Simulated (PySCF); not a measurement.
PySCF job for C2H2F, SMILES F[C]=C (connectivity only; charge and spin as stated), charge +1, multiplicity 1, SMD-M06-2X/def2-SVP. Geometry: PBE-D3(BJ)/def2-TZVP. The multiplicity is an assumed one; other spin states were not compared. The isomer is the one that the SMILES or the coordinates give; other isomers of the formula were not compared.

```python
import numpy as np
from pyscf import gto, scf, dft
from pyscf.solvent import smd

mol = gto.M(
    atom='''
    C     0.00000000    0.00000000   -1.25466577
    C     0.00000000    0.00000000    0.01294751
    F     0.00000000    0.00000000    1.23104231
    H     0.00000000   -0.95245753   -1.81453561
    H     0.00000000    0.95245753   -1.81453561
    ''',
    basis='def2-SVP',
    charge=1,
    spin=0,
    max_memory=1600,
    verbose=3,
)
mf = dft.RKS(mol, xc='m06-2x').density_fit(auxbasis='def2-universal-jkfit')
mf.grids.level = 4
mf.conv_tol = 1e-9
mf.max_cycle = 100
mf.kernel()
res = {}
for name in ['water', 'chlorobenzene', 'benzene']:
    s = mf.SMD()
    s.with_solvent.solvent, s.with_solvent.sasa_ng = name, 302
    s.kernel(mf.make_rdm1())
    res[name] = (s.e_tot, s.with_solvent.get_cds(), s.dip_moment(), s.mo_energy, s.converged)
    print(f'SMD {name}: dG(solv) = {(s.e_tot - mf.e_tot) * 627.509474:.3f} kcal/mol, of which CDS {res[name][1] * 627.509474:.3f}')
```

It prints:

```
converged SCF energy = -176.603230103723
converged SCF energy = -176.715693772314

WARN: System has nonzero charge 1; the dipole moment is origin-dependent.
Location of origin: [0. 0. 0.]

Dipole moment(X, Y, Z, Debye):  0.00000, -0.00000, -2.90036
SMD water: dG(solv) = -70.572 kcal/mol, of which CDS 4.174
converged SCF energy = -176.700611146538

WARN: System has nonzero charge 1; the dipole moment is origin-dependent.
Location of origin: [0. 0. 0.]

Dipole moment(X, Y, Z, Debye):  0.00000, -0.00000, -2.85810
SMD chlorobenzene: dG(solv) = -61.108 kcal/mol, of which CDS 1.145
converged SCF energy = -176.668806678358

WARN: System has nonzero charge 1; the dipole moment is origin-dependent.
Location of origin: [0. 0. 0.]

Dipole moment(X, Y, Z, Debye): -0.00000, -0.00000, -2.79309
SMD benzene: dG(solv) = -41.150 kcal/mol, of which CDS 0.933
```

The run converged.
